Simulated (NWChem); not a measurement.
Molecule: MnBr2, sextet; SMILES [Br][Mn][Br]

No frequency run checked for a minimum. This spin state was assumed; another may lie lower.

Task: Give the equilibrium geometry at PBE0/def2-SVP, spin-unrestricted (NWChem) as a Z-matrix, with the point group.

Result: point group D*h; any orientation.
```
Mn
Br 1 2.3305
Br 1 2.3305 2 179.95
```
